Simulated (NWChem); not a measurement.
System: InH$_{3}$SO$_{2}$; SMILES [OH][In]([OH])[SH]

NWChem input:

```
start job
memory heap 200 mb stack 900 mb global 1100 mb
geometry units angstroms noautoz
  In    -0.006337    -0.274054    -0.000913
  O      1.533046    -1.540590    -0.000029
  H      2.384582    -1.088533    -0.000362
  O     -1.818600    -1.095374    -0.000692
  H     -1.763174    -2.058714    -0.000197
  S      0.180768     2.107246    -0.002146
  H     -1.163837     2.252532    -0.002424
end
basis spherical
  * library def2-svp
end
ecp
  In library def2-ecp
end
dft
  xc xwpbe 1.00 cpbe96 1.0 hfexch 1.00
  cam 0.4 cam_alpha 0.0 cam_beta 1.0
  iterations 150
  mulliken
end
task dft energy
```

All runs use the structure optimised with PBE0/def2-SVP. def2 effective core potentials on In; no spin-orbit coupling.

Give the results of this calculation. (LC-wPBE (HJS exchange hole, range parameter 0.4 per bohr)/def2-SVP with def2 effective core potentials on In.) Quantities: energy (Ha); highest occupied level (eV); orbital gap (eV); dipole (D).


```yaml
energy (Ha): -740.18
highest occupied level (eV): -10.40
orbital gap (eV): 10.99
dipole (D): 0.63
```
